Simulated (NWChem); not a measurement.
Species: hydrogen bromide (HBr); SMILES Br

Results from NWChem. Pople sets run with spherical d functions. This build's default masses of Se (78.918 u) and Br (79.917 u) are each other's, which moves their modes by up to 0.6 %. Each level has its own optimisation. Entropies are gas-phase, rigid-rotor, harmonic values for NWChem's default masses at 298.15 K and 1 bar, so the errors hold that model's part too (torsions, anharmonicity).

Measured entropy at 1 bar: 47.5 cal/(mol K) (CRC Handbook, as tabulated in the package chemicals).

| level | entropy at 1 bar (cal/(mol K)) | computed − measured |
|---|---|---|
| Hartree-Fock/STO-3G | 47.4 | -0.1 |
| Hartree-Fock/3-21G | 47.5 | 0.0 |
| Hartree-Fock/6-31G* | 47.4 | -0.1 |
| B3LYP/6-31G* | 47.5 | 0.0 |
| LDA (Slater exchange, VWN5)/def2-SVP | 47.5 | 0.0 |
| PBE/def2-SVP | 47.5 | 0.0 |
| BLYP/def2-SVP | 47.5 | 0.0 |
| PBE0/def2-SVP | 47.5 | 0.0 |
